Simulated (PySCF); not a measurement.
Species: C3H7O4P.
SMILES with atom numbers: `[CH3:1][O:2][P:3]1(=[O:4])[O:5][CH2:6][CH2:7][O:8]1` (hydrogens: H9, H10, H11 on C1; H12, H13 on C6; H14, H15 on C7)

The same species was optimised twice, with GFN2-xTB and with PBE0-D3(BJ)/def2-SVP (PySCF), and the same property calculations (PySCF, gas phase) were run on both structures.

| coordinate | GFN2-xTB | PBE0-D3(BJ)/def2-SVP | change |
| --- | --- | --- | --- |
| C6–C7 (Å) | 1.551 | 1.528 | -0.023 |
| P3=O4 (Å) | 1.449 | 1.470 | +0.021 |
| P3–O8 (Å) | 1.608 | 1.625 | +0.017 |
| O5–C6 (Å) | 1.409 | 1.419 | +0.010 |
| O2–P3 (Å) | 1.610 | 1.601 | -0.009 |
| C7–O8 (Å) | 1.408 | 1.417 | +0.009 |
| P3–O5 (Å) | 1.613 | 1.621 | +0.008 |
| C1–O2 (Å) | 1.417 | 1.421 | +0.004 |
| O2–P3–O8 (°) | 103.2 | 106.3 | +3.1 |
| O4–P3–O8 (°) | 118.3 | 115.7 | -2.6 |
| O2–P3–O5 (°) | 103.7 | 101.5 | -2.2 |
| O4–P3–O5 (°) | 117.8 | 120.0 | +2.2 |
| C6–C7–O8 (°) | 107.1 | 105.1 | -2.0 |
| O5–C6–C7 (°) | 107.3 | 105.3 | -2.0 |
| C1–O2–P3 (°) | 119.8 | 120.9 | +1.1 |
| P3–O8–C7 (°) | 110.2 | 110.8 | +0.6 |
| C1–O2–P3–O4 (°) | 5 | -15 | -20 |

Rotational constants: A = 3199, B = 1504, C = 1406 MHz (GFN2-xTB) against A = 3420, B = 1420, C = 1347 MHz (PBE0-D3(BJ)/def2-SVP). Some torsions differ by more than 30° (O2–P3–O5–C6 -83° against -116°; P3–O5–C6–C7 -10° against 25°), so the changes below aren't those of bond lengths and angles alone.

On the GFN2-xTB structure: lowest singlet, TDDFT (eV) 7.39 [PBE0/def2-SVPD]; lowest triplet, Tamm–Dancoff (eV) 7.14 [PBE0/def2-SVPD]; isotropic polarisability (au) 67.0 [PBE0/def2-SVPD]; HOMO (eV) -8.41 [PBE0/def2-SVPD]; LUMO (eV) 0.29 [PBE0/def2-SVPD]; dipole (D) 4.23 [PBE0/def2-SVPD]; HOMO (eV) -8.31 [PBE0/pcSseg-1]; LUMO (eV) 1.00 [PBE0/pcSseg-1]; dipole (D) 4.20 [PBE0/pcSseg-1]; GIAO shielding of C1 (ppm) 131.4 [PBE0/pcSseg-1]; GIAO shielding of O2 (ppm) 260.4 [PBE0/pcSseg-1]; GIAO shielding of P3 (ppm) 300.4 [PBE0/pcSseg-1]; GIAO shielding of O4 (ppm) 213.5 [PBE0/pcSseg-1]; GIAO shielding of O5/O8 (mean) (ppm) 250.7 [PBE0/pcSseg-1]; GIAO shielding of C6/C7 (mean) (ppm) 123.0 [PBE0/pcSseg-1].

Question: What do these properties become on the PBE0-D3(BJ)/def2-SVP structure?

Answer: 
| property | level | on GFN2-xTB | on PBE0-D3(BJ)/def2-SVP | change |
| --- | --- | --- | --- | --- |
| lowest singlet, TDDFT (eV) | PBE0/def2-SVPD | 7.39 | 7.48 | +0.09 |
| lowest triplet, Tamm–Dancoff (eV) | PBE0/def2-SVPD | 7.14 | 7.19 | +0.05 |
| isotropic polarisability (au) | PBE0/def2-SVPD | 67.0 | 68.4 | +1.4 |
| HOMO (eV) | PBE0/def2-SVPD | -8.41 | -8.44 | -0.03 |
| LUMO (eV) | PBE0/def2-SVPD | 0.29 | 0.35 | +0.06 |
| dipole (D) | PBE0/def2-SVPD | 4.23 | 3.89 | -0.34 |
| energy, GFN2-xTB geometry as zero (kcal/mol) | PBE0/def2-SVPD | 0.0 | -2.4 | -2.4 |
| HOMO (eV) | PBE0/pcSseg-1 | -8.31 | -8.32 | -0.01 |
| LUMO (eV) | PBE0/pcSseg-1 | 1.00 | 1.08 | +0.08 |
| dipole (D) | PBE0/pcSseg-1 | 4.20 | 3.81 | -0.39 |
| energy, GFN2-xTB geometry as zero (kcal/mol) | PBE0/pcSseg-1 | 0.0 | -2.3 | -2.3 |
| GIAO shielding of C1 (ppm) | PBE0/pcSseg-1 | 131.4 | 129.4 | -2.0 |
| GIAO shielding of O2 (ppm) | PBE0/pcSseg-1 | 260.4 | 252.3 | -8.1 |
| GIAO shielding of P3 (ppm) | PBE0/pcSseg-1 | 300.4 | 295.8 | -4.6 |
| GIAO shielding of O4 (ppm) | PBE0/pcSseg-1 | 213.5 | 191.9 | -21.6 |
| GIAO shielding of O5/O8 (mean) (ppm) | PBE0/pcSseg-1 | 250.7 | 241.1 | -9.6 |
| GIAO shielding of C6/C7 (mean) (ppm) | PBE0/pcSseg-1 | 123.0 | 117.9 | -5.1 |

The heavy atoms differ by 0.207 Å rms after alignment. Among the bonds compared C6–C7 changes most (-0.023 Å). Changes are differences of the printed values. Neither structure is proved a minimum here.
